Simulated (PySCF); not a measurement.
C₃H₇NOSi, SMILES O1[C@H](C)[SiH2]N=C1.

Geometry optimised at PBE-D3(BJ)/def2-SVP. The structure was generated by enumeration; whether it is a known compound was not checked. The values are those of a single conformer.

These are PBE-D3(BJ)/def2-SVP in PySCF values and carry that method's errors.

Frequencies are harmonic and unscaled.

```tsv
mode	ν (cm⁻¹)	IR (km/mol)	moving atoms (share of kinetic energy)
1	97	0.2	N 29 %, C 23 %, O 23 %, H 19 %
2	232	0.2	H 91 %
3	238	0.1	H 45 %, C 34 %, Si 15 %
4	339	0.5	H 41 %, C 40 %, N 13 %
5	445	9.7	O 25 %, C 24 %, H 22 %, Si 16 %, N 13 %
6	492	16.6	O 27 %, H 22 %, Si 21 %, C 20 %, N 10 %
7	551	10.7	H 52 %, C 26 %, Si 19 %
8	644	22.9	H 43 %, C 36 %, Si 16 %
9	664	23.8	H 79 %, N 13 %
10	726	28.6	N 36 %, Si 28 %, C 23 %, H 10 %
11	754	31.6	H 67 %, N 14 %
12	797	4.8	C 44 %, H 27 %, O 22 %
13	848	35.7	O 45 %, N 24 %, H 20 %, C 8 %
14	936	116.6	H 94 %
15	945	4.1	H 65 %, C 32 %
16	952	15.8	H 77 %, C 20 %
17	1013	23.0	C 48 %, H 47 %
18	1085	187.2	C 48 %, O 24 %, H 24 %
19	1098	5.1	C 64 %, H 35 %
20	1203	22.4	H 53 %, C 35 %, O 11 %
21	1285	2.4	H 80 %, C 14 %
22	1308	2.2	H 84 %, N 9 %
23	1340	3.1	H 77 %, C 23 %
24	1403	6.1	H 96 %
25	1424	7.3	H 96 %
26	1636	255.3	C 56 %, N 39 %
27	2166	98.6	H 97 %
28	2173	119.1	H 96 %
29	2969	17.7	H 97 %
30	2999	10.4	H 92 %
31	3056	26.9	H 92 %, C 8 %
32	3061	13.7	H 90 %, C 10 %
33	3066	10.1	H 91 %, C 9 %
```
